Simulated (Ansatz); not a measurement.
Li₃N₂⁻, relaxed as a triplet with UKS B3LYP-D4/def2-TZVPD in Ansatz, starting from the B3LYP-D4/def2-TZVPD geometry of the charge -1 singlet. Force threshold 0.02 eV/Å.

The charge -1 triplet is spin-contaminated (final ⟨S²⟩ up to 2.75, 2.00 for a pure state). The highest occupied level of the charge -1 triplet lies above zero (up to 0.42 eV). It is a level of β spin, whose loss leaves a quartet; that state wasn't run at this geometry and level. The electron is either unbound and held by the finite basis, or the level is raised by self-interaction error. The relaxation made no stability test and no search for a lower SCF solution. At B3LYP-D4/def2-TZVPD a singlet of charge -1 lies 0.20 eV below the triplet, each at its own geometry. That singlet is doubtful there (restricted singlet, unstable towards broken spin symmetry at other levels and untested here). The structure comes from a short search, and lower isomers may exist.

Start:

```xyz
5

Li   -1.1833    1.1111    0.8637
Li    1.5592    1.0798   -0.2791
Li    0.4303   -1.6319   -0.7300
N     0.0984    0.0679   -0.0176
N    -0.9046   -0.6268    0.1629
```

Problem. Estimate the energy that the relaxation releases and the steps that it takes.

Solution. 11.6 kJ/mol, in 20 steps; 25 s on 4 threads of Arm Neoverse V2 on a shared host. The force fell under the threshold at step 6, but the optimiser went on and released 0.064 eV more. No frequencies were taken in this run, so the end may be a saddle point.

Problem. Does the start keep its bonding and symmetry?

Solution. By distances, no bond broke or formed. The bond that changes most is Li1–N5, from 1.89 to 2.00 Å (atoms count from 1). Point group C2v at the start, Cs at the end, both within 0.05 Å.

Problem. Predict the relaxed structure.

Solution. 
```tsv
atom	x (Å)	y (Å)	z (Å)
Li1	-1.2922	1.1431	0.3998
Li2	1.5546	1.0435	-0.2325
Li3	0.1916	-1.3921	-1.0704
N4	0.2635	-0.0248	0.3456
N5	-0.7175	-0.7698	0.5575
```
Bond lengths (bridged metal pairs left out): 5 × Li–N 1.77 to 2.00 Å; 1 × N–N 1.25 Å.
